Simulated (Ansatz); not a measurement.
The same path of CH₅SSb (8 atoms, charge 0, multiplicity 1) was run 3 times with different band settings. The coordinate that changes most is the dihedral C1–S2–Sb3–H8.

Level of theory: RKS revPBE-D4/def2-mTZVP (Ansatz).

Relaxed end points:

```xyz
8
Properties=species:S:1:pos:R:3
C -0.798 1.170 -0.524
S -0.404 0.166 0.980
Sb 1.029 -1.556 -0.067
H -1.299 0.571 -1.294
H 0.098 1.645 -0.944
H -1.486 1.959 -0.189
H 2.426 -1.233 0.923
H 0.527 -2.778 1.059
```

```xyz
8
Properties=species:S:1:pos:R:3
C -0.347 1.135 -0.019
S -1.480 -0.303 0.204
Sb 0.097 -2.193 0.091
H 0.168 1.082 -0.986
H 0.392 1.183 0.792
H -0.971 2.040 0.008
H 0.960 -1.557 -1.284
H 1.273 -1.445 1.139
```

Common settings: movable images 7; climbing image yes; start path IDPP; force threshold 0.03 eV/Å; iteration limit 60; end points relaxed.

| run | spring | optimiser | largest step |
| --- | --- | --- | --- |
| 1 | 5.0 eV/Å² | quadratic models (default) | default |
| 2 | 5.0 eV/Å² | fire | 0.02 Å |
| 3 | 0.1 eV/Å² | quadratic models (default) | default |

Question: What does each run give, and how far can it be trusted?

Answer: Run 1: converged after 12 iterations, highest image 0.079 eV above the first end. A vibrational analysis at the climbing image gives one clearly imaginary mode, 126i cm⁻¹: a first-order saddle point.
Run 2: converged after 39 iterations, highest image 0.081 eV above the first end. Another band between the same ends (7 images) ends at a top of the same energy, where a vibrational analysis finds 1 clearly imaginary mode.
Run 3: converged after 7 iterations, highest image 0.078 eV above the first end. Another band between the same ends (7 images) ends at a top of the same energy, where a vibrational analysis finds 1 clearly imaginary mode.
